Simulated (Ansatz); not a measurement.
Basis-set extrapolation for `[SiH3]C1BN[SiH2]1` (PBE0-D4/def2-TZVP geometry, frozen core, Ansatz 0.2.0). Multiplicity 1, RHF reference.

|  | def2-TZVPP | def2-QZVPP |
| --- | --- | --- |
| HF | -699.651668 | -699.675689 |
| MP2 correlation | -0.724282 | -0.774066 |
| CCSD(T) correlation | -0.812529 | not run |

Energies in hartree. Use E(X) = E(∞) + A·exp(−7.88·√X) for Hartree–Fock and E(X) = E(∞) + B·X^(−2.97) for correlation, with X = 3 and 4, and add CCSD(T) minus MP2 of the smaller set to the MP2 limit.

Task: What is the CCSD(T) energy at the basis-set limit?

Result: HF limit: -699.675689 + (-0.024021) × 0.13774 = -699.67900. MP2 limit: -0.774066 + (-0.049784) × 0.74074 = -0.81094. Higher-order term: -0.812529 − (-0.724282) = -0.08825. Total: -700.57819 hartree, 299.3 kJ/mol below CCSD(T)/def2-TZVPP.
